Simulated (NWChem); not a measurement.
Molecule: trisilylphosphine (Si₃PH₉); SMILES [SiH3]P([SiH3])[SiH3]

```xyz
13

Si    -1.8963     0.5434     0.1805
P      0.0003     0.0005    -0.9252
Si     1.4179     1.3714     0.1820
Si     0.4767    -1.9130     0.1823
H     -2.2929     1.9236    -0.2303
H     -1.7468     0.5028     1.6693
H     -2.9615    -0.4212    -0.2271
H      1.1181     2.7759    -0.2286
H      2.8119     1.0224    -0.2255
H      1.3047     1.2648     1.6710
H      1.8435    -2.3562    -0.2255
H     -0.5224    -2.9452    -0.2269
H      0.4380    -1.7618     1.6711
```
Atoms are numbered in this order, from 1.

Results from NWChem. Pople sets run with spherical d functions. Geometry: optimised at PBE0/def2-SVP. Static field.

```
level            basis functions  isotropic polarisability (bohr³)  anisotropy (bohr³)
---------------  ---------------  --------------------------------  ------------------
B3LYP/6-31G*                  90                              96.1                24.9
B3LYP/6-31+G*                106                             106.6                22.6
B3LYP/def2-SVP               117                             101.5                27.0
B3LYP/def2-SVPD              168                             117.4                27.5
```
